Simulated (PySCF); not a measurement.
SMILES [O]CCO, doublet (PBE0/def2-SVP optimised geometry):

```
9

O      0.337     1.466     1.026
C     -0.235     0.821     0.000
C      0.248    -0.663     0.000
O     -0.167    -1.402     1.093
H     -1.348     0.791     0.057
H      0.066     1.222    -0.994
H      1.348    -0.663     0.000
H     -0.093    -1.085    -0.967
H     -1.128    -1.466     1.081
```

Method: unrestricted PBE0/def2-TZVP (PySCF 2.14.0).

**Question.** What are the frontier orbital energies (α orbitals alone; a β orbital can be the lowest empty one) and the dipole moment?

**Answer.** HOMO-2 -9.59 eV, HOMO-1 -8.14 eV, HOMO -8.07 eV, LUMO 0.78 eV, LUMO+1 1.85 eV; dipole moment 3.11 D.

On the same geometry unrestricted PBE/def2-TZVP (PySCF 2.14.0) gives HOMO-2 -7.80 eV, HOMO-1 -6.54 eV, HOMO -6.04 eV, LUMO -0.19 eV, LUMO+1 0.94 eV; dipole moment 3.29 D.

Meta-Löwdin charges at PBE0/def2-TZVP: O1 -0.28, C2 0.00, C3 0.02, O4 -0.51, H5 0.09, H6 0.10, H7 0.13, H8 0.10, H9 0.34.
